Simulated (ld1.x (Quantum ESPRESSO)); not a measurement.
# Reading a pseudo-wave (Ar)

Columns: radius, all-electron u(r) and pseudo u(r) of the 3p shell (level -10.27 eV) of argon in the configuration [Ne] 3s2 3p6; PBE, scalar-relativistic, TM scheme, ld1.x (Quantum ESPRESSO) 7.5.

```csv
r (bohr),all-electron,pseudo
0.065,0.1296,-0.0057
0.130,0.2954,-0.0227
0.195,0.3794,-0.0503
0.260,0.3759,-0.0875
0.325,0.3069,-0.1331
0.390,0.1975,-0.1856
0.455,0.0678,-0.2433
0.520,-0.0675,-0.3047
0.585,-0.1989,-0.3684
0.650,-0.3205,-0.4331
0.715,-0.4290,-0.4976
0.780,-0.5233,-0.5605
0.845,-0.6031,-0.6203
0.910,-0.6686,-0.6748
0.975,-0.7206,-0.7221
1.040,-0.7600,-0.7602
1.105,-0.7883,-0.7883
1.170,-0.8066,-0.8066
1.235,-0.8164,-0.8164
1.300,-0.8188,-0.8188
1.365,-0.8151,-0.8151
1.430,-0.8063,-0.8063
1.495,-0.7933,-0.7933
1.560,-0.7770,-0.7770
1.625,-0.7581,-0.7581
1.690,-0.7371,-0.7371
```

Task: How many radial nodes do the two functions have?

Result: The all-electron 3p function has n − l − 1 = 1; the pseudo-wave has 0, since the states of the same l below it are removed with the core.

Task: At about which radius was the pseudo-wave matched?

Result: 1.15 bohr. The columns agree to 0.0005 from 1.04 bohr on; several derivatives are matched, so the curves merge somewhat inside the radius.

Task: Is the pseudo-wave norm-conserving?

Result: Yes: the TM scheme keeps the norm inside the radius equal to the all-electron one, which fixes the energy derivative of the logarithmic derivative at the level.
